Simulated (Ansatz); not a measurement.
Stepwise reaction of `[Cl][Al]([Cl])[Br]` with hydrogen sulfide, as a gas-phase model of exchange steps in deposition or etching. ΔE in kJ/mol; ΔG adds harmonic PBE0-D4 terms to CCSD(T)/CBS, at 1 bar.

Isolated molecules relaxed with PBE0-D4/def2-TZVP in Ansatz; ΔE leaves out vibrations. CCSD(T)/CBS adds triple-zeta CCSD(T) − MP2 to the extrapolated MP2 energy (def2 sets, frozen cores). This one scheme is used for every species. Functionals use def2-TZVPP. B3LYP here is the variant with VWN-RPA as its local correlation; programs differ in this. For Br outer-core shells are correlated without core-valence functions, which leaves a few kJ/mol of doubt a bond. Scalar relativity is left out up to krypton. One conformer a species, not always the lowest.

| step | reaction | PBE-D4 | B3LYP-D4 | ωB97M-V | CCSD(T)/CBS | ΔG(600 K) |
| --- | --- | --- | --- | --- | --- | --- |
| 1 | `[Cl][Al]([Cl])[Br]` + H₂S → `[SH][Al]([Cl])[Br]` + HCl | 35.5 | 42.1 | 42.7 | 41.5 | 42.4 |
| 2 | `[SH][Al]([Cl])[Br]` + H₂S → `[SH][Al]([SH])[Br]` + HCl | 42.4 | 48.6 | 49.5 | 47.5 | 53.1 |

**Question.** By hand: ΔE of the 2 steps together at CCSD(T)/CBS.

**Answer.** (41.5) + (47.5) = 89.0 kJ/mol, or 44.5 kJ/mol a step.

In ΔE each step is higher than the one before. All are uphill at CCSD(T)/CBS. ΔG lies between 42.4 and 53.1 kJ/mol a step. PBE-D4 differs from CCSD(T)/CBS by -6.0 to -5.1 kJ/mol a step. Isolated molecules leave out the surface, adducts and barriers. Largest T1 diagnostic: 0.009.
